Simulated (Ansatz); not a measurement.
Compare A (`O[SiH](S)CF`) with its isomer B (`O[SiH](F)CS`).

Program: Ansatz. Geometries: PBE0-D4/def2-TZVP. ΔE: electronic, gas phase. CBS: MP2 limit from def2 TZ/QZ plus the TZ coupled-cluster correction, frozen cores. DFT in def2-TZVPP. B3LYP here is the variant with VWN-RPA as its local correlation; programs differ in this. One conformer a species, not always the lowest.

Task: Which is lower in electronic energy at CCSD(T)/CBS, and by how much? (Best estimate.)

Result: The calculation gave: B, by 35.4 kcal/mol.

Task: Give E(B) − E(A) in kcal/mol with r2SCAN-D4, HF/def2-TZVPP, PBE0-D4, PBE-D4, CCSD(T)/def2-TZVPP, B3LYP, MP2/def2-TZVPP. (An estimate is asked.)

Result: Computed: r2SCAN-D4 -33.3, HF/def2-TZVPP -35.0, PBE0-D4 -32.2, PBE-D4 -30.7, CCSD(T)/def2-TZVPP -35.0, B3LYP -32.8, MP2/def2-TZVPP -36.7. None reverses the order clearly.

Largest T1 diagnostic: 0.012.

From PBE to PBE0 (25 % exact exchange), in def2-TZVPP and without D4, E(B) − E(A) moves by −1.5 kcal/mol.
